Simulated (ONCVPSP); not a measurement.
Potentials for S compared

Generated with ld1.x 7.5 (TM, RRKJ, ultrasoft, PAW), atompaw 4.2 or ONCVPSP 4.0.1. The cutoff is in Ry: for ld1.x and atompaw files where the sum of valence levels is converged to 10 mRy in a Bessel basis, for ONCV files where the hardest occupied wave has 1 mHa per electron of residual kinetic energy. The error is the largest all-electron minus pseudo excitation energy over each file’s own four to seven test configurations (ionisations up to +4, promotions, holes and added fractions of an electron), all of which were solved. The labels leave out finer settings (local radius, basis sizes, second energies), which also bear on the numbers. Spin-polarised tests are not counted. The rows are a selection from randomly drawn settings: files with unsolved tests, undetermined cutoffs or missed reference levels are left out.

A true bound ghost makes a file unfit for plane-wave use even where its test errors are small: the radial tests pick states by their node count and pass the ghost by.

| potential | cutoff (Ry) | largest error (meV) | bound ghosts |
| --- | --- | --- | --- |
| ONCV, PBE, scalar-relativistic, rc 1.10/1.60/1.40 (spd), local smoothed, core correction no, reference 3s2 3p2, qcut 5.1/4.2/8.2, projectors 2/2/2 | 216 | +6.3 | s |
| ONCV, LDA (Perdew-Zunger), scalar-relativistic, rc 0.70/0.60 (sp), local smoothed, core correction yes, reference 2s2 2p6 3s2 3p3.5, qcut 22.8/28.6, projectors 2/2 | 510 | +9.2 | none |
| ONCV, PBEsol, scalar-relativistic, rc 1.40/1.60 (sp), local s, core correction yes, reference 3s2 3p4, qcut 4/5.3, projectors 0/1 | 78 | +107 | none |
| ONCV, PBE, scalar-relativistic, rc 1.30/1.20/1.35 (spd), local smoothed, core correction yes, reference 3s2 3p3, qcut 4.5/7.7/7.1, projectors 2/2/2 | 53 | +16 | p |

Question: Fill in the row for S: ONCV, PBE, scalar-relativistic, rc 1.50/1.50/1.50 (spd), local s, core correction no, reference 3s2 3p4, qcut 4.4/5.1/7.5, projectors 0/1/2.

Answer: cutoff 47 Ry, largest error +56 meV, bound ghosts: none.

Question: Fill in the row for S: ONCV, LDA (Perdew-Wang 92), scalar-relativistic, rc 0.75/0.65/0.55 (spd), local smoothed, core correction yes, reference 2s2 2p6 3s2 3p4, qcut 16.6/20.2/19, projectors 2/2/2.

Answer: cutoff 330 Ry, largest error +9.5 meV, bound ghosts: none.

Question: Fill in the row for S: ONCV, BLYP, scalar-relativistic, rc 1.50/1.45/1.65 (spd), local smoothed, core correction yes, reference 3s1.75 3p4.25, qcut 4.3/4.6/6.7, projectors 2/2/2.

Answer: cutoff 51 Ry, largest error +12 meV, bound ghosts: none.
